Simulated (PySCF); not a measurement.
Choosing a molecule for a target property.

Species are written as SMILES; each is one conformer at its optimised geometry, gas phase, non-relativistic unless stated; the electronic structure was computed with PySCF and density fitting.

The conformers computed, where there is a choice (atom-mapped SMILES and torsion angles):
- `[CH3:1][O:2][C:3](=[O:4])[C:5](=[O:6])[O:7][CH:8]([CH3:9])[CH3:10]`: C1–O2–C3–O4 -1°, O2–C3–C5–O6 -44°, C3–C5–O7–C8 178°, C5–O7–C8–C9 -81°
- `[CH3:1][C:2]([CH3:3])([CH3:4])[CH2:5][S:6]([CH3:7])(=[O:8])=[O:9]`: C1–C2–C5–S6 167°, C2–C5–S6–C7 161°
- `[CH2:1]=[CH:2][C@@H:3]1[CH2:4][C:5](=[CH2:6])[C@@H:7]1[C:8]([F:9])([F:10])[F:11]`: C1–C2–C3–C4 -143°, C5–C7–C8–F9 -165°
- `[CH3:1][O:2][C:3](=[O:4])[c:5]1[o:6][cH:7][c:8]([S:9][CH3:10])[p:11]1`: C1–O2–C3–O4 0°, O2–C3–C5–O6 177°, C7–C8–S9–C10 178°
- `[CH3:1][O:2][C:3](=[O:4])[c:5]1[o:6][cH:7][c:8]([C:9]([F:10])([F:11])[F:12])[p:13]1`: C1–O2–C3–O4 1°, O2–C3–C5–O6 -179°, C7–C8–C9–F10 117°
- `[CH3:1][S:2][C@@H:3]1[CH2:4][C@H:5]1[CH:6]([CH3:7])[CH3:8]`: C1–S2–C3–C4 149°, C4–C5–C6–C7 156°
- `[CH3:1][CH2:2][C:3]([CH3:4])([CH3:5])[S:6]([CH3:7])(=[O:8])=[O:9]`: C1–C2–C3–C4 61°, C2–C3–S6–C7 63°

(1) Wanted: dipole moment between 1.5 D and 2 D (PBE0/pcSseg-1) and smallest rotational constant above 0.5 GHz (GFN2-xTB), at GFN2-xTB geometries. Which candidate meets both?
A. `COC(=O)C(=O)OC(C)C`
B. `CCC(C)(C)S(C)(=O)=O`
C. `CS[C@@H]1C[C@H]1C(C)C`
D. `o1cc(SC)pc1C(=O)OC`
E. `CC(C)(C)CS(C)(=O)=O`
F. `C=C[C@@H]1CC(=C)[C@@H]1C(F)(F)F`
G. `COC(=O)C1=PC(C(F)(F)F)=CO1`

(2) Wanted: HOMO–LUMO gap above 8 eV (PBE0/pcSseg-1) and HOMO energy below -7 eV (PBE0/pcSseg-1), at GFN2-xTB geometries. Which candidate meets both?
A. `COC(=O)C(=O)OC(C)C`
B. `COC(=O)c1occ(SC)p1`
C. `[C@H]1([C@@H](CC1=C)C=C)C(F)(F)F`
D. `CC(C)(C)CS(C)(=O)=O`

## Answers

(1) C. Computed values:
```
                        species  dipole moment  smallest rotational constant
             COC(=O)C(=O)OC(C)C         1.41 D                     0.624 GHz
     COC(=O)C1=PC(C(F)(F)F)=CO1         1.64 D                     0.312 GHz
          CS[C@@H]1C[C@H]1C(C)C         1.84 D                     0.788 GHz
C=C[C@@H]1CC(=C)[C@@H]1C(F)(F)F         2.42 D                     0.734 GHz
             o1cc(SC)pc1C(=O)OC         2.82 D                     0.372 GHz
            CC(C)(C)CS(C)(=O)=O         4.27 D                     0.917 GHz
            CCC(C)(C)S(C)(=O)=O         4.65 D                     1.028 GHz
```

(2) D. Computed values:
```
                         species  HOMO–LUMO gap  HOMO energy
              COC(=O)c1occ(SC)p1        4.29 eV     -6.42 eV
              COC(=O)C(=O)OC(C)C        6.74 eV     -7.83 eV
[C@H]1([C@@H](CC1=C)C=C)C(F)(F)F        7.30 eV     -7.60 eV
             CC(C)(C)CS(C)(=O)=O        8.82 eV     -8.00 eV
```
